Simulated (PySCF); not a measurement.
A structure optimised at ωB97X-D3(BJ)/def2-SVP, used in a PySCF frequency run:

```
Ti
F 1 1.7129
Cl 1 2.1521 2 109.18
Cl 1 2.1521 2 109.18 3 120.00
Cl 1 2.1521 2 109.18 3 -120.00
```
Charge 0, spin multiplicity 1.

### Question
Write its SMILES, formula and point group.

### Answer
[F][Ti]([Cl])([Cl])[Cl], Cl3FTi, C3v

### Question
What are its rotational constants (standard atomic weights)?

### Answer
1.5887, 1.5887, 1.1502 GHz
